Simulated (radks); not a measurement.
Problem. The mean radii <r> (bohr) of the occupied orbitals of an atom or ion are listed with their occupations. Method: scalar-relativistic Kohn-Sham, r2SCAN, spin-polarised, spherical densities, finite nucleus; meta-GGA in the generalised Kohn-Sham scheme; Fermi nuclear charge, rms radius of each element as measured or else 0.836 A^(1/3) + 0.57 fm; computed with a radial shooting solver on a logarithmic mesh with Libxc functionals.

orbital  occ.      <r>
1s up       1  0.04990
1s down     1  0.04991
2s up       1   0.2054

Name the element and its charge. Open shells, if any, are filled with parallel spins first.

Solution. Z = 30, zinc, charge +27: Zn27+ in [He] 2s1. The 1s radius gives Z: for a bare nucleus <r> = (2 gamma + 1)/(2Z) with gamma = sqrt(1 - (Z/c)^2), 0.04919 bohr for Z = 30, and screening makes it slightly larger (0.04990 here). The occupations add up to 3, and the charge is Z minus that.
